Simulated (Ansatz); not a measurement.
## Which is lower?

The two ends of one reaction step of Si₂H₈SeO, singlet (PBE0-D4/def2-TZVP).

A:

```json
{"atom": "Si1", "x (Å)": "-0.0631", "y (Å)": "1.3629", "z (Å)": "1.3298"}
{"atom": "H2", "x (Å)": "1.9099", "y (Å)": "-2.6487", "z (Å)": "-1.4970"}
{"atom": "O3", "x (Å)": "-1.2170", "y (Å)": "0.7062", "z (Å)": "0.3845"}
{"atom": "Si4", "x (Å)": "-1.4781", "y (Å)": "-0.5809", "z (Å)": "-0.6050"}
{"atom": "H5", "x (Å)": "-0.2223", "y (Å)": "2.8324", "z (Å)": "1.2734"}
{"atom": "H6", "x (Å)": "-0.1750", "y (Å)": "0.8530", "z (Å)": "2.7168"}
{"atom": "H7", "x (Å)": "1.9210", "y (Å)": "-2.0323", "z (Å)": "-1.0746"}
{"atom": "Se8", "x (Å)": "2.0401", "y (Å)": "0.7722", "z (Å)": "0.6898"}
{"atom": "H9", "x (Å)": "-1.1006", "y (Å)": "-1.8449", "z (Å)": "0.0769"}
{"atom": "H10", "x (Å)": "-0.6842", "y (Å)": "-0.4359", "z (Å)": "-1.8505"}
{"atom": "H11", "x (Å)": "-2.9241", "y (Å)": "-0.5980", "z (Å)": "-0.9307"}
{"atom": "H12", "x (Å)": "1.9933", "y (Å)": "1.6138", "z (Å)": "-0.5136"}
```

B:

```
12
angstrom
Si 0.0723 0.4763 0.1965
H 1.0182 -0.1471 -0.7650
O -1.4650 0.1220 -0.2560
Si -2.5320 -1.0474 -0.6483
H 0.2064 1.9511 0.1793
H 0.3140 -0.0570 1.5612
H 3.8419 -0.0567 1.0380
Se 3.3554 1.3194 1.1851
H -2.8203 -1.9040 0.5328
H -1.9874 -1.9027 -1.7371
H -3.7872 -0.4040 -1.1079
H 3.7837 1.6499 -0.1786
```

Ansatz 0.2.0; basis: def2-TZVPP; cores frozen in the correlated methods. Filled d shells of the heavier atoms are correlated. The def2 sets are not built for correlating such inner shells, so the correlated values are less sure here. B3LYP uses VWN-RPA correlation.

Task: Which structure is lower at CCSD(T), and by how much? (To be estimated.)

Result: The calculation gives: A, by 9.96 kcal/mol (electronic energy, against the other). By their contacts, A is a complex of Si₂H₆SeO ([SiH3][O][SiH2][SeH]) + H₂ and B is a complex of Si₂H₆O ([SiH3][O][SiH3]) + H₂Se.

All methods give the same order:

```
      method  E(B) − E(A) (kcal/mol)
       SPW92                   10.03
      PBE-D4                   12.12
     BLYP-D4                   11.15
   r2SCAN-D4                   11.93
      B97M-V                    9.59
     PBE0-D4                   11.49
    B3LYP-D4                   10.55
  r2SCAN0-D4                   11.45
    BHLYP-D4                    9.83
CAM-B3LYP-D4                    9.09
     wB97X-V                   10.10
     wB97M-V                   10.43
      B2PLYP                    9.94
    PBE-QIDH                   11.14
  RPA on PBE                    8.78
          HF                    6.79
         MP2                   12.16
        CCSD                    8.97
     CCSD(T)                    9.96
```

No T1 diagnostic of these runs exceeds 0.011.

Labels in which every atom is bracketed show which atoms are joined, not bond orders.

For scale, one of the runs: CCSD(T)/def2-TZVPP, 275 basis functions, launched by `ansatz run in.yaml --threads 8 --pin off --events-out ev --progress --plain --max-ram 19148MiB`. Time: 2.7 min of wall clock on 8 CPU threads of an Arm Neoverse V2; the host was shared. Peak host memory: 7.1 GiB.
